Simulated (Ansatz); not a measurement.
System: InI, charge 0, multiplicity 1. 
Geometry from a B3LYP-D3(BJ)/def2-TZVP (Ansatz, a quantum-chemistry and plane-wave program) optimisation:
```xyz
2

In     0.0000     0.0000    -1.4569
I      0.0000     0.0000     1.3470
```

Parts of the frozen-core correlation energy in def2-SVP (Ansatz, hartree). Frozen orbitals: 18; correlated occupied orbitals by spin: 5 and 5; virtual: 29 and 29. Spin-orbit coupling is left out. In def2 rows, elements after Kr have scalar-relativistic effective core potentials.

```json
[
 {"term": "reference (HF)", "value": "-485.95149"},
 {"term": "MP2 opposite-spin", "value": "…"},
 {"term": "MP2 same-spin", "value": "-0.03252"},
 {"term": "CCSD correlation", "value": "…"},
 {"term": "(T)", "value": "…"},
 {"term": "CCSDT minus CCSD(T)", "value": "-0.00050"},
 {"term": "T1 diagnostic", "value": "0.015"},
 {"term": "largest doubles amplitude", "value": "0.057"}
]
```

**Question.** What belongs in the gaps?

**Answer.** 
- MP2 opposite-spin, value: -0.09954
- CCSD correlation, value: -0.15107
- (T), value: -0.00361
